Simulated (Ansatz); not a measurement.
Basis sets compared for Ag₂F (the lowest doublet isomer of a short search). Charge 0, multiplicity 2. Geometry PBE-D4/def2-TZVP. Ansatz on 4 threads of Arm Neoverse V1 on a shared host; times are rough, and most runs start from earlier orbitals.

```xyz
3

Ag    1.296   -0.690    0.202
Ag   -0.715    0.502   -1.197
F    -0.581    0.188    0.995
```

In the def2 sets Ag takes a core potential; there is no spin–orbit coupling. The structure comes from a short search, and lower isomers may exist.

Binding counts from free atoms (Ag doublet, F doublet) in the same basis, without a counterpoise term.

```
              level  functions  energy (Eh)  HOMO (eV)  LUMO (eV)  binding per atom (eV)  wall time
    PBE-D4/def2-SVP         76    -393.6070      -4.64      -4.14                   1.60      1.1 s
   PBE-D4/def2-TZVP        111    -393.8074      -4.76      -4.25                   1.56      1.4 s
r2SCAN-D4/def2-TZVP        111    -393.9285      -4.83      -3.91                   1.52      3.3 s
   PBE0-D4/def2-SVP         76    -393.5656      -5.16      -3.11                   1.41      1.6 s
  PBE0-D4/def2-TZVP        111    -393.7624      -5.27      -3.20                   1.39      2.5 s
```

(1) Estimate the rows for PBE-D4/def2-TZVPD, r2SCAN-D4/def2-TZVPD, PBE0-D4/def2-TZVPD.

Results:

(1) 
```json
{"level": "PBE-D4/def2-TZVPD", "functions": "120", "energy (Eh)": "-393.8099", "HOMO (eV)": "-4.78", "LUMO (eV)": "-4.28", "binding per atom (eV)": "1.57", "wall time": "1.7 s"}
{"level": "r2SCAN-D4/def2-TZVPD", "functions": "120", "energy (Eh)": "-393.9309", "HOMO (eV)": "-4.84", "LUMO (eV)": "-3.92", "binding per atom (eV)": "1.53", "wall time": "3.6 s"}
{"level": "PBE0-D4/def2-TZVPD", "functions": "120", "energy (Eh)": "-393.7648", "HOMO (eV)": "-5.28", "LUMO (eV)": "-3.22", "binding per atom (eV)": "1.40", "wall time": "1.9 s"}
```
